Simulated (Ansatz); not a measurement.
The first iterations of a band of C₃H₅FSTe (11 atoms, charge 0, multiplicity 1).

These are results of RKS PBE0-D4/def2-SVP (Ansatz), not measurements.

```json
{
  "movable images": "5",
  "climbing image": "yes",
  "spring": "0.1 eV/Å²",
  "optimiser": "quadratic models (default)",
  "start path": "through a guess of the saddle point",
  "force threshold": "0.03 eV/Å",
  "iteration limit": "43",
  "end points": "relaxed"
}
```

Initial state:

```xyz
11
Properties=species:S:1:pos:R:3
F 0.307 -1.654 1.622
C -0.039 -1.226 0.380
C 0.128 0.263 0.228
S -0.803 1.277 1.382
C 0.386 0.797 -1.117
Te 2.212 0.947 0.081
H 0.580 -1.746 -0.372
H -1.102 -1.484 0.204
H -2.030 0.910 0.926
H -0.047 1.769 -1.365
H 0.475 0.089 -1.949
```

Final state:

```xyz
11
Properties=species:S:1:pos:R:3
F -0.120 -1.487 1.630
C -0.136 -1.185 0.297
C -0.025 0.302 0.086
S -1.314 1.257 0.857
C 0.444 0.780 -1.218
Te 2.081 1.055 0.202
H 0.699 -1.701 -0.203
H -1.097 -1.534 -0.125
H -1.159 0.699 2.077
H 0.034 1.722 -1.593
H 0.657 0.033 -1.990
```

| iteration | highest image above the first end (eV) | largest band force component (eV/Å) |
| --- | --- | --- |
| 1 | 0.403 | 2.958 |
| 2 | 0.137 | 1.120 |

Task: Does the band converge within its limit, and where does its top end?

Result: The forces met the threshold. It ended after 6 iterations with the highest image 0.065 eV above the first end. Another band between the same ends (5 images) ends at a top of the same energy, where a vibrational analysis finds 1 clearly imaginary mode.

Time of the run: 3 min on 2 threads of Arm Neoverse V2, on a shared host, peak memory 0.37 GiB.
